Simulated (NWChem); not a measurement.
# Basis-set convergence for BrFGe

```xyz
3

Ge    -0.8094    -0.6947     0.0000
F      0.3724    -1.9860     0.0000
Br     0.6442     1.1458     0.0000
```
Charge 0, spin multiplicity 1.

The numbers come from NWChem runs, not from measurements. The geometry was optimised at PBE0/def2-SVP, a minimum by its harmonic frequencies.

Quantity: dipole moment at the level B3LYP.

The Hamiltonian is non-relativistic. B3LYP has NWChem's definition, with VWN1-RPA local correlation. The Pople sets run with spherical d functions. The structure started from a generated list of species.

```csv
basis,functions,dipole moment (D)
STO-3G,41,[?]
3-21G,53,2.17
pcseg-1,68,2.22
cc-pVDZ,68,2.19
6-31G*,78,2.18
aug-cc-pVDZ,95,2.27
pcseg-2,116,[?]
def2-TZVP,127,2.26
aug-cc-pVTZ,164,[?]
cc-pVQZ,191,2.23
```

Q: Fill in the missing entries.

A: 
- STO-3G, dipole moment (D): 1.62
- pcseg-2, dipole moment (D): 2.33
- aug-cc-pVTZ, dipole moment (D): 2.24
